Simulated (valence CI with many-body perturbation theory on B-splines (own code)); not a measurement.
## Fe²¹⁺: electric-dipole lines

Method: configuration interaction combined with many-body perturbation theory (CI+MBPT): three valence electrons over a frozen Dirac-Fock core [He], a basis of 11 s, 11 p, 10 d, 8 f, 5 g, 2 h functions for each j, with the one-electron correlation potential Σ1 (screened to all orders), the two-electron term Σ2, the three-electron term Σ3, Breit, model QED; selected single and double excitations, second order for the rest, scaled by the run's own slope (own B-spline code, finite nucleus).

No measured spectrum was set against this ion. As an estimate, levels of excited configurations hold to 0.05 to 0.15 % of their energy, terms of the ground configuration to about 0.5 %.

Lines 101 to 150 of 584 in falling wavelength, among levels below 1486.6 eV, chosen from the strongest by gf and those to the six lowest levels. Wavelengths and rates use the calculated energies, so an error of 700 cm⁻¹ moves a line at 44.98 nm by 0.31 % and its rate by three times that or more. Electric multipoles are in the length gauge, E1 and E2 with the static RPA response of the core. Weak lines are less certain than strong ones. Lines between different terms over intervals too small for the method are left out, as are lines whose strength nearly cancels. The highest levels of a list are the least certain.

Names give the largest LS component (configuration and term), which can be under half, so a name can repeat, a term be missing and a line seem to break the LS rules; names also repeat where a configuration has a term twice. Letters in brackets count levels of one name in rising energy.

| λ vac (nm) | Upper | Lower | A (s⁻¹) | S (a.u.) with core polarisation | S without |
| --- | --- | --- | --- | --- | --- |
| 44.98 | 2s.2p.3p 2P_3/2 [a] | 2s.2p.3s 4P°_1/2 | 1.29e+09 | 2.33e-01 | 2.33e-01 |
| 44.80 | 2s.2p.3p 4S_3/2 | 2s.2p.3s 4P°_5/2 | 1.20e+09 | 2.13e-01 | 2.13e-01 |
| 36.72 | 2p2.3p 2P°_3/2 [b] | 2p2.3s 2D_3/2 | 3.82e+09 | 3.74e-01 | 3.74e-01 |
| 34.28 | 2p2.3p 2P°_3/2 [b] | 2p2.3s 2D_5/2 | 1.88e+09 | 1.49e-01 | 1.49e-01 |
| 23.06 | 2p3 2D°_5/2 | 2s.2p2 2P_3/2 | 3.12e+09 | 1.13e-01 | 1.14e-01 |
| 22.41 | 2p2.3p 2F°_5/2 | 2s.2p.3p 2P_3/2 [b] | 3.19e+09 | 1.06e-01 | 1.07e-01 |
| 21.74 | 2p2.3d 2G_9/2 | 2s.2p.3d 2F°_7/2 [b] | 2.00e+09 | 1.01e-01 | 1.02e-01 |
| 21.23 | 2p2.3p 2F°_7/2 | 2s.2p.3p 2D_5/2 [b] | 4.59e+09 | 1.74e-01 | 1.74e-01 |
| 21.08 | 2p2.3d 2D_3/2 [b] | 2s.2p.3d 2D°_3/2 [b] | 4.75e+09 | 8.79e-02 | 8.82e-02 |
| 20.31 | 2p2.3s 2D_5/2 | 2s.2p.3s 2P°_3/2 [b] | 6.73e+09 | 1.67e-01 | 1.68e-01 |
| 18.45 | 2p3 2D°_3/2 | 2s.2p2 2P_1/2 | 6.23e+09 | 7.73e-02 | 7.76e-02 |
| 17.30 | 2p2.3p 4P°_5/2 [a] | 2s.2p.3p 4P_5/2 | 4.62e+09 | 7.08e-02 | 7.10e-02 |
| 17.09 | 2p2.3d 4F_7/2 | 2s.2p.3d 4F°_9/2 | 3.84e+09 | 7.57e-02 | 7.60e-02 |
| 16.64 | 2p2.3d 2D_5/2 [a] | 2s.2p.3d 2F°_7/2 [a] | 5.35e+09 | 7.30e-02 | 7.32e-02 |
| 16.52 | 2p2.3d 4F_5/2 | 2s.2p.3d 4F°_7/2 | 6.01e+09 | 8.02e-02 | 8.05e-02 |
| 16.06 | 2p2.3d 4F_9/2 | 2s.2p.3d 4F°_9/2 | 6.97e+09 | 1.42e-01 | 1.43e-01 |
| 15.92 | 2p2.3p 4D°_7/2 | 2s.2p.3p 4D_7/2 | 8.27e+09 | 1.32e-01 | 1.32e-01 |
| 15.92 | 2p2.3s 2P_3/2 | 2s.2p.3s 2P°_3/2 [a] | 9.10e+09 | 7.25e-02 | 7.27e-02 |
| 15.74 | 2p3 2P°_3/2 | 2s.2p2 2P_3/2 | 1.85e+10 | 1.42e-01 | 1.43e-01 |
| 15.63 | 2p2.3d 4P_5/2 | 2s.2p.3d 4D°_7/2 | 6.61e+09 | 7.47e-02 | 7.50e-02 |
| 15.60 | 2s.2p2 2D_5/2 | 2s2.2p 2P°_3/2 | 5.88e+09 | 6.61e-02 | 6.63e-02 |
| 15.42 | 2p2.3s 4P_5/2 | 2s.2p.3s 4P°_5/2 | 8.77e+09 | 9.52e-02 | 9.56e-02 |
| 15.16 | 2p3 2D°_3/2 | 2s.2p2 2D_3/2 | 7.16e+09 | 4.92e-02 | 4.94e-02 |
| 14.99 | 2p3 2D°_5/2 | 2s.2p2 2D_5/2 | 1.21e+10 | 1.21e-01 | 1.21e-01 |
| 14.70 | 2p2.3d 2D_5/2 [d] | 2s.2p.3d 2D°_5/2 [b] | 7.80e+09 | 7.33e-02 | 7.37e-02 |
| 14.50 | 2p3 2D°_5/2 | 2s.2p2 2D_3/2 | 3.35e+09 | 3.02e-02 | 3.03e-02 |
| 14.27 | 2p2.3p 2P°_3/2 [c] | 2s.2p.3p 2P_3/2 [b] | 9.88e+09 | 5.67e-02 | 5.69e-02 |
| 14.15 | 2p2.3d 2D_5/2 [d] | 2s.2p.3d 2F°_7/2 [b] | 1.65e+10 | 1.39e-01 | 1.39e-01 |
| 14.06 | 2p2.3p 2P°_3/2 [c] | 2s.2p.3p 2D_5/2 [b] | 1.81e+10 | 9.95e-02 | 9.99e-02 |
| 14.06 | 2p2.3p 2P°_1/2 [c] | 2s.2p.3p 2D_3/2 [b] | 2.35e+10 | 6.44e-02 | 6.46e-02 |
| 14.04 | 2p2.3d 2D_3/2 [c] | 2s.2p.3d 2F°_5/2 [b] | 1.89e+10 | 1.03e-01 | 1.03e-01 |
| 13.58 | 2s.2p2 2D_3/2 | 2s2.2p 2P°_1/2 | 1.07e+10 | 5.28e-02 | 5.30e-02 |
| 13.52 | 2s.2p.3d 2F°_7/2 [b] | 2s2.3d 2D_5/2 | 1.13e+10 | 1.10e-01 | 1.11e-01 |
| 13.46 | 2p3 4S°_3/2 | 2s.2p2 4P_5/2 | 1.88e+10 | 9.07e-02 | 9.11e-02 |
| 13.41 | 2s.2p.4f 2F_5/2 | 2s2.4f 2F°_5/2 | 1.72e+10 | 1.23e-01 | 1.23e-01 |
| 13.41 | 2s.2p.4f 2F_7/2 [b] | 2s2.4f 2F°_7/2 | 1.71e+10 | 1.63e-01 | 1.63e-01 |
| 13.33 | 2s.2p.4d 2F°_7/2 [b] | 2s2.4d 2D_5/2 | 1.34e+10 | 1.25e-01 | 1.26e-01 |
| 13.30 | 2s.2p.3d 2F°_5/2 [b] | 2s2.3d 2D_3/2 | 1.15e+10 | 7.99e-02 | 8.03e-02 |
| 13.29 | 2s.2p.4p 2D_5/2 [b] | 2s2.4p 2P°_3/2 | 1.83e+10 | 1.27e-01 | 1.28e-01 |
| 13.28 | 2s.2p.4f 2G_9/2 [b] | 2s2.4f 2F°_7/2 | 1.26e+10 | 1.46e-01 | 1.46e-01 |
| 13.27 | 2s.2p.4f 2G_7/2 [b] | 2s2.4f 2F°_5/2 | 1.21e+10 | 1.12e-01 | 1.12e-01 |
| 13.27 | 2s.2p.4d 2F°_5/2 [b] | 2s2.4d 2D_3/2 | 1.34e+10 | 9.24e-02 | 9.28e-02 |
| 13.26 | 2s.2p.4d 2D°_3/2 [b] | 2s2.4d 2D_3/2 | 1.87e+10 | 8.62e-02 | 8.66e-02 |
| 13.24 | 2s.2p.4d 2D°_5/2 [b] | 2s2.4d 2D_5/2 | 2.01e+10 | 1.38e-01 | 1.38e-01 |
| 13.21 | 2s.2p.4p 2D_3/2 [b] | 2s2.4p 2P°_1/2 | 1.86e+10 | 8.46e-02 | 8.49e-02 |
| 13.19 | 2s.2p.4p 2P_3/2 [b] | 2s2.4p 2P°_3/2 | 2.04e+10 | 9.25e-02 | 9.28e-02 |
| 13.18 | 2s.2p.3p 2D_5/2 [b] | 2s2.3p 2P°_3/2 | 1.57e+10 | 1.06e-01 | 1.07e-01 |
| 13.17 | 2s.2p.4s 2P°_3/2 [b] | 2s2.4s 2S_1/2 | 2.03e+10 | 9.16e-02 | 9.20e-02 |
| 13.15 | 2s.2p.4f 2D_5/2 [b] | 2s2.4f 2F°_7/2 | 1.96e+10 | 1.32e-01 | 1.33e-01 |
| 13.15 | 2s.2p.4f 2D_3/2 [b] | 2s2.4f 2F°_5/2 | 2.06e+10 | 9.25e-02 | 9.29e-02 |
